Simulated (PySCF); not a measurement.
Vertical excitations of a molecule C4H5F from TDA-PBE/def2-SVPD (PySCF), as energy in eV (oscillator strength): 4.82 (0.001), 6.19 (0.002), 6.23 (0.031), 6.85 (0.084), 7.06 (0.046), 7.20 (0.028), 7.33 (0.173), 7.61 (0.008), 7.71 (0.022), 7.96 (0.190). Lowest triplet (TDA): 4.34 eV. Geometry optimised at PBE0-D3(BJ)/def2-SVP. Other conformers were not sampled.

Problem. Which molecule gave these data?
A) C=CC(=C)F
B) C=C=C(C)F
C) CC=C=CF
D) F[C@H]1C=CC1

Solution. C, CC=C=CF
